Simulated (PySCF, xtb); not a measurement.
C2H5Te, SMILES [Te]([CH2])C (connectivity only; charge and spin as stated), charge +1, multiplicity 1.

Coordinates come from a B3LYP-D3(BJ)/def2-SVP optimisation. The multiplicity is an assumed one; other spin states were not compared. The isomer is the one that the SMILES or the coordinates give; other isomers of the formula were not compared. The def2 effective core potentials stand for the cores of Te; spin–orbit coupling is left out.

These are C-PCM-M06-2X/def2-SVP (PySCF) values and carry that method's errors.

The values are the electrostatic part of the solvation free energy, E(continuum) − E(gas) at the gas-phase geometry, in a cavity of scaled van der Waals radii (PySCF's table); cavitation and dispersion terms are not included. In vacuum the orbital gap is 6.75 eV.

```csv
solvent,ε,ΔG(elec) (kcal/mol),gap (eV)
water,78.36,-58.0,6.75
ethylethanoate,5.99,-48.9,6.75
cyclohexanone,15.62,-55.0,6.75
```

For comparison, GFN2-xTB/ALPB(water) (xtb, at the GFN2-xTB geometry, all terms of that model) gives -58.7 kcal/mol.
